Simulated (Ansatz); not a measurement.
Mulliken charges of `O[Si]O[SiH3]` from PBE/def2-TZVPP in Ansatz (PBE0-D4/def2-TZVP geometry).

```
atom   x (Å)   y (Å)   z (Å)  charge (e)
  O1  -0.524   1.961  -1.900      -0.310
 Si2   0.432   1.697  -0.591       0.291
  O3  -0.024   0.163  -0.163      -0.303
 Si4   0.272  -1.016   0.947       0.323
  H5  -1.126   1.261  -2.175       0.172
  H6  -0.985  -1.311   1.678      -0.058
  H7   1.314  -0.577   1.910      -0.057
  H8   0.734  -2.235   0.239      -0.058
```

**Question.** By hand: the dipole of these point charges (1 e Å = 4.8032 D).

**Answer.** Σ q r = (0.129, -0.036, 0.178) e Å, of length 0.223 e Å = 1.07 D.

**Question.** How does the dipole of the full density compare? (An estimate is asked.)

**Answer.** Computed: (-0.141, -0.287, 0.014) e Å, 1.54 D; the point charges give 0.69 times that, at 94° from its direction.

Point charges leave out the atoms' own dipoles, such as those of lone pairs, and Mulliken's split depends on the basis, so the two needn't agree.
